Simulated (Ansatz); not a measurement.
`[NH2][Hf]([F])([F])[Cl]` + HBr → `[F][Hf]([F])([Cl])[Br]` + NH₃ at 700 K and 1 bar (ligand exchange at the Hf–N bond).

Calculated with Ansatz (gas phase, PBE0-D4/def2-TZVP geometries, no zero-point term in ΔE). CCSD(T)/CBS is the MP2 limit (def2-TZVPP, def2-QZVPP) plus CCSD(T) − MP2 in def2-TZVPP, frozen cores. This one scheme is used for every species. def2 core potentials past Kr. For Br, Hf outer-core shells are correlated without core-valence functions, which leaves a few kJ/mol of doubt a bond. Scalar relativity is left out up to krypton. Each species was taken in one conformer, which may not be the lowest.

```csv
species,CCSD(T)/CBS energy (Eh),H − E (kJ/mol),S (J/(mol·K))
`[NH2][Hf]([F])([F])[Cl]`,-763.45993,150.5,484.0
HBr,-2573.91920,36.5,223.7
`[F][Hf]([F])([Cl])[Br]`,-3280.90483,78.1,470.1
NH₃,-56.50880,116.9,226.5
```

H − E and S are ideal-gas, rigid-rotor, harmonic terms from PBE0-D4/def2-TZVP, for one conformer and one mirror image of each species. 1 Eh = 2625.50 kJ/mol, R = 8.31446 J/(mol·K).

**Question.** By hand: ΔE, ΔH, ΔS and ΔG.

**Answer.** ΔE = (-3280.90483) + (-56.50880) − (-763.45993) − (-2573.91920) = -0.03450 Eh = -90.6 kJ/mol. Δ(H − E) = 78.1 + 116.9 − 150.5 − 36.5 = 8.0, so ΔH = -82.6 kJ/mol. ΔS = 470.1 + 226.5 − 484.0 − 223.7 = -11.1 J/(mol·K). ΔG = -82.6 − 700 × (-11.1)/1000 = -74.8 kJ/mol.

**Question.** By hand: the equilibrium constant, and the temperature at which ΔG would vanish if ΔH and ΔS stayed fixed.

**Answer.** log₁₀ K = −ΔG/(RT ln 10) = 5.6. ΔG = 0 at ΔH/ΔS = 7441 K, far beyond where these terms or the molecules hold.

The number of gas molecules stays the same, so ΔS is small and ΔH decides. A doubt of 5 kJ/mol in ΔE shifts log₁₀ K by 0.4 here. Other conformers and mirror images would add mixing entropy, several J/(mol·K) or more a flexible species. These are equilibria of isolated gas molecules and say nothing of rates. Largest T1 diagnostic: 0.015 (customary marks: 0.02 for closed shells, 0.045 for open ones).
